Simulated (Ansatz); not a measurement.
A thermochemical cycle in electronic energies (no zero-point or thermal terms), species as SMILES, kcal/mol. Structures are relaxed separately at B3LYP-D3(BJ)/def2-TZVP in Ansatz (an electronic-structure program). Correlated levels leave the core frozen unless marked. Open shells are spin-unrestricted. No spin-orbit coupling. Non-relativistic. Basis-set limits of correlation are two-point, X^-3; Hartree-Fock from the larger set. The bracket is a focal-point correction in the basis named. Anions need diffuse functions, of which def2-TZVPD holds fewer than the aug- sets.

```json
[
 {"step": "bond energy D: O=c1cc1 → O=c1[c]c1 + H atom", "RI-MP2/CBS(aug-cc-pVTZ,aug-cc-pVQZ)+[CCSD(T)-MP2]/aug-cc-pVDZ (Ansatz)": "103.9", "wB97M-V/def2-TZVPD (Ansatz)": "103.4"},
 {"step": "electron affinity EA, positive where the anion is bound: O=c1[c]c1 + e- → O=c1[c-]c1", "RI-MP2/CBS(aug-cc-pVTZ,aug-cc-pVQZ)+[CCSD(T)-MP2]/aug-cc-pVDZ (Ansatz)": "47.3", "wB97M-V/def2-TZVPD (Ansatz)": "46.2"},
 {"step": "ionisation of the H atom at the same level, IE", "RI-MP2/CBS(aug-cc-pVTZ,aug-cc-pVQZ)+[CCSD(T)-MP2]/aug-cc-pVDZ (Ansatz)": "313.7", "wB97M-V/def2-TZVPD (Ansatz)": "310.1"}
]
```

Task: Find the deprotonation energy A: O=c1cc1 → O=c1[c-]c1 + H+.

Result: Breaking the bond, ionising the H atom and attaching the electron to the radical add up to the deprotonation, A = D + IE - EA. At RI-MP2/CBS(aug-cc-pVTZ,aug-cc-pVQZ)+[CCSD(T)-MP2]/aug-cc-pVDZ: A = D + IE - EA = 103.9 + 313.7 - 47.3 = 370.3. At wB97M-V/def2-TZVPD: A = D + IE - EA = 103.4 + 310.1 - 46.2 = 367.3. The functional differs from the first level by -0.5 in D, -1.1 in EA and -3.0 in A; for EA and A the gap mixes functional and basis.
